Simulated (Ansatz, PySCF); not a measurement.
System: CHO₂, net charge 0, doublet state. It need not be the lowest isomer of its formula. 
Structure (B3LYP-D3(BJ)/def2-TZVP (Ansatz, a program for electronic structure) minimum search):
SMILES: O[C][O]
```xyz
4

C     -0.3844    -0.1290    -0.0556
O     -0.3996    -0.1022     1.1203
O      0.6420     0.1898    -0.8566
H      0.3676     0.0738    -1.7766
```
Charge 0, spin multiplicity 2.

Quantity: atomisation energy (electronic, to ground-state atoms); the coupled-cluster value holds the core correlation from cc-pwCVTZ, in kcal/mol. Correlated levels leave the core frozen unless marked. UHF or UKS for open shells. Spin-orbit coupling is left out. No relativistic terms. Basis-set limits of correlation are two-point, X^-3; Hartree-Fock from the larger set.

Level to compare with: CCSD(T)/CBS(cc-pVTZ,cc-pVQZ) plus the core term (Ansatz), 396.5 kcal/mol. It is a level with limits of its own, and the differences hold the functionals' basis error too.

Task: Rank these functionals by how close they come to CCSD(T)/CBS(cc-pVTZ,cc-pVQZ), closest first: HSE06/def2-TZVPD (Ansatz); revPBE/def2-TZVPD (Ansatz); PW6B95/def2-TZVPD (PySCF).

Result: PW6B95/def2-TZVPD (hybrid meta-GGA, 397.1 kcal/mol, difference 0.6), HSE06/def2-TZVPD (screened hybrid, 398.9 kcal/mol, difference 2.4), revPBE/def2-TZVPD (GGA, 402.5 kcal/mol, difference 6.0)
